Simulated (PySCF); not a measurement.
Gas-phase reaction: 4 SnI2 + 3 Cl2 = 2 SnI4 + 2 SnCl3

Computed with PySCF (xtb for GFN2) and rigid-rotor harmonic-oscillator thermochemistry at 1 bar. † marks an energy on the PBE0/def2-TZVP geometry and frequencies; other levels use their own. MP2 and CCSD(T) freeze the core. Open shells (unrestricted): SnCl3 (multiplicity 2); the rest are closed-shell singlets. GFN2 has no spin-polarisation term. I, Sn: scalar-relativistic def2 core potential, no spin-orbit coupling. SnCl3: computed as isolated molecules; such fragments, hydroxides, amides, oligomers or adducts are transient or little studied in the gas. MP2 isn't extrapolated to the basis-set limit. CCSD(T) isn't extrapolated to the basis-set limit.

```json
[
 {"level": "BLYP/def2-TZVP†", "ΔH°(298 K), kJ": "?"},
 {"level": "CCSD(T)/def2-SVP†", "ΔH°(298 K), kJ": "?"},
 {"level": "GFN2-xTB", "ΔH°(298 K), kJ": "-120"},
 {"level": "MP2/def2-SVP†", "ΔH°(298 K), kJ": "?"},
 {"level": "MP2/def2-TZVPP†", "ΔH°(298 K), kJ": "-782"},
 {"level": "ωB97X-V/def2-TZVP†", "ΔH°(298 K), kJ": "-781"}
]
```

Task: Some entries are withheld; supply them.

Result: 
- BLYP/def2-TZVP†, ΔH°(298 K), kJ: -539
- CCSD(T)/def2-SVP†, ΔH°(298 K), kJ: -768
- MP2/def2-SVP†, ΔH°(298 K), kJ: -864
